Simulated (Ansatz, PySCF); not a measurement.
Gas-phase reaction in SMILES: [SiH3]Br → [SiH2-]Br + H+
Geometries: B3LYP-D3(BJ)/def2-TZVP minima from Ansatz (a quantum-chemistry and plane-wave program). Frequencies are from Ansatz or PySCF.

Property: gas-phase deprotonation energy (0 K, with B3LYP-D3(BJ) harmonic zero-point energies), in kJ/mol. Cores are frozen in the correlated levels unless marked. Spin-orbit coupling is left out. Frozen are the shells of the preceding noble gas and the d and f shells that filled before the atom's block. Non-relativistic. Anions need diffuse functions: def2-D sets add few; the other sets have none. CBS(X,Y): correlation extrapolated as X^-3; Hartree-Fock from the larger set.

CCSD(T)/CBS(def2-TZVPPD,def2-QZVPPD) (Ansatz) gives 1493.3 kJ/mol.

Q: Another calculation gave 1474.1 kJ/mol. Which level was it?
A. SVWN5/def2-TZVPD (Ansatz)
B. B2GP-PLYP/def2-TZVPD (Ansatz)
C. LC-wPBE/def2-TZVPD (Ansatz)
D. BLYP/def2-TZVPD (Ansatz)

A: D, BLYP/def2-TZVPD (Ansatz). The others give 1493.0 (B2GP-PLYP), 1440.4 (SVWN5), 1507.8 (LC-wPBE) kJ/mol.
